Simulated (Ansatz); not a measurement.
[Pr(NH3)6]3+ (PrN6H18³⁺). Charge 3, multiplicity 3. Geometry PBE-D4/def2-SVP.

```xyz
25

Pr    0.000    0.000    0.001
N     0.419    0.817    2.463
H     1.376    1.167    2.660
H     0.282    0.096    3.197
H    -0.182    1.597    2.791
N    -0.439   -0.809   -2.458
H    -1.379   -1.211   -2.637
H     0.198   -1.548   -2.812
H    -0.362   -0.072   -3.184
N     2.558   -0.504   -0.271
H     3.125    0.276   -0.655
H     2.798   -1.296   -0.896
H     3.055   -0.742    0.609
N    -2.564    0.492    0.243
H    -3.026    0.869   -0.606
H    -2.817    1.185    0.973
H    -3.154   -0.327    0.485
N     0.394    2.448   -0.848
H     0.883    3.076   -0.183
H    -0.467    2.980   -1.081
H     0.963    2.536   -1.712
N    -0.369   -2.446    0.870
H    -0.786   -3.103    0.184
H    -0.996   -2.538    1.692
H     0.490   -2.942    1.175
```

In the def2 sets Pr takes a core potential; there is no spin–orbit coupling. With an open 4f shell the SCF may have ended on a state above the lowest.

Question: Estimate the α-spin orbital energies around the gap (eV) in Ansatz with PBE-D4/def2-SVP, PBE-D4/def2-TZVP, r2SCAN-D4/def2-TZVP, PBE0-D4/def2-SVP, PBE0-D4/def2-TZVP.

Answer: 
```csv
orbital,PBE-D4/def2-SVP,PBE-D4/def2-TZVP,r2SCAN-D4/def2-TZVP,PBE0-D4/def2-SVP,PBE0-D4/def2-TZVP
HOMO−5,-20.13,-20.18,-20.55,-21.84,-21.85
HOMO−4,-19.35,-19.41,-19.78,-20.95,-20.97
HOMO−3,-19.35,-19.41,-19.78,-20.95,-20.97
HOMO−2,-19.27,-19.33,-19.66,-20.87,-20.90
HOMO−1,-17.27,-17.41,-17.94,-20.72,-20.80
HOMO,-17.27,-17.41,-17.94,-20.72,-20.80
LUMO,-16.69,-16.82,-16.51,-14.40,-14.50
LUMO+1,-16.27,-16.41,-15.95,-14.03,-14.12
LUMO+2,-16.27,-16.40,-15.94,-14.01,-14.11
LUMO+3,-15.94,-16.09,-15.05,-13.46,-13.59
LUMO+4,-15.65,-15.79,-14.57,-13.25,-13.35
LUMO+5,-13.34,-13.43,-13.41,-12.67,-12.73
β HOMO,-19.24,-19.31,-19.64,-20.86,-20.89
β LUMO,-15.41,-15.56,-14.60,-12.95,-13.07
```
